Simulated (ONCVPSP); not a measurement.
manganese ONCV: all-electron and pseudo phase curves

```json
{
  "Element": "Mn",
  "Generator": "ONCVPSP 4.0.1",
  "Type": "optimised norm-conserving Vanderbilt (ONCV)",
  "Functional": "PBE",
  "Relativity": "scalar-relativistic",
  "Frozen core": "[Ne] 3s2",
  "Valence charge": "13",
  "Reference configuration": "3p6 3d5 4s1 (charge +1)",
  "Partial waves": "4s: rc 2.35 bohr, ncon 3, nbas 7, qcut 2.8 1/bohr, 2 projectors, debl 1.1 Ha; 3p: rc 1.45 bohr, ncon 4, nbas 9, qcut 10.1 1/bohr, 2 projectors, debl 1.3 Ha; 3d: rc 1.65 bohr, ncon 4, nbas 9, qcut 7.7 1/bohr, 2 projectors, debl 2.1 Ha; f scattering state at 0.26 Ha: rc 2.35 bohr, ncon 3, nbas 6, qcut 4.1 1/bohr, 2 projectors, debl 2.2 Ha",
  "Local potential": "polynomial inside 1.05 bohr (lpopt 5, dvloc0 1 Ha)",
  "Core correction": "Teter function, fcfact 2.5, rcfact 1.55"
}
```

In the p channel the program set the typed energies aside and used -2.309, 0.250 Ha.

The phase is arctan(r·R′/R) of the radial function R(r), unwrapped; energies in Ha, scanned from -4 to 5 Ha. A pole is an energy at which the radial function vanishes at the test radius. The pseudo phase is shifted by a multiple of π to meet the all-electron one at the reference energy, and phase errors are pseudo minus all-electron; the curves can meet again beyond the range given. Levels narrower than the energy grid can be missing from the lists of poles. Where the grid stepped over a known ghost or core level, its pole and its step of π were put in at the level’s energy.

Task: For each channel, where are the poles, and over which energies does the pseudopotential scatter like the atom?

Result:

```tsv
channel	radius (bohr)	reference energy (Ha)	poles, all-electron	poles, pseudo	unbroken range about the reference energy with phases within 0.05 rad	phase error 1 Ha above the reference energy (rad)
s	2.38	-0.44	-3.44, 0.92	-2.41, 0.92, 4.50	-2.4 to 2.3	+0.000
p	1.47	-2.31	-1.73	-1.73	the whole range	-0.000
d	1.68	-0.55	-0.07	-0.07	the whole range	+0.000
f	2.38	0.26	2.40	0.57, 2.40	below 0.5	-3.120
```

Note: ghosts flagged at negative energy: s at -65.7 eV; GHOST(+) flagged for f at 15.3 eV. A true bound ghost makes a file unfit for plane-wave use.

Phases in the f channel:

```tsv
E (Ha)	all-electron	pseudo
-3.98	1.406	1.405
-3.50	1.395	1.393
-3.02	1.381	1.379
-2.54	1.364	1.361
-2.06	1.341	1.339
-1.58	1.311	1.308
-1.10	1.266	1.262
-0.62	1.192	1.189
-0.14	1.050	1.048
0.34	0.674	0.673
0.82	-0.429	-3.499
1.30	-1.175	-4.297
1.78	-1.418	-4.554
2.26	-1.542	-4.683
2.74	-1.643	-4.783
3.22	-1.782	-4.901
3.70	-2.231	-5.136
4.18	-4.055	-6.046
4.66	-4.474	-7.258
```
